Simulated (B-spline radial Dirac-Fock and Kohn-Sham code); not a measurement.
# Relativistic shifts of the levels of I⁸⁺

System: I⁸⁺, [Kr] 4d9.

Both columns are ΔSCF binding energies of the configuration average from a radial B-spline solver: non-relativistic Hartree-Fock with a point nucleus, and Dirac-Fock with a finite nucleus and the Coulomb interaction alone, averaged over the two j levels with weights 2j+1.

| shell | Hartree-Fock (eV) | Dirac-Fock (eV) | shift (eV) | shift (%) |
| --- | --- | --- | --- | --- |
| 1s | 32094.8 | 33420.5 | +1325.75 | +4.13 |
| 2s | 5013.6 | 5342.0 | +328.34 | +6.55 |
| 2p | 4703.5 | 4801.0 | +97.57 | +2.07 |
| 3s | 1139.1 | 1210.4 | +71.25 | +6.25 |
| 3p | 1007.9 | 1030.7 | +22.77 | +2.26 |
| 4s | 307.5 | 323.0 | +15.51 | +5.04 |
| 4p | 258.9 | 263.5 | +4.59 | +1.77 |
| 4d | 175.5 | 174.0 | -1.49 | -0.85 |

Relativity binds 1s, 2s, 2p, 3s, 3p, 4s, 4p more strongly, among those listed most of all 2s in relative terms, and 4d more weakly, because the contracted s and p shells screen the nucleus better.

Values without a named source are computed, but for edge energies of neutral atoms, which are taken from tables.
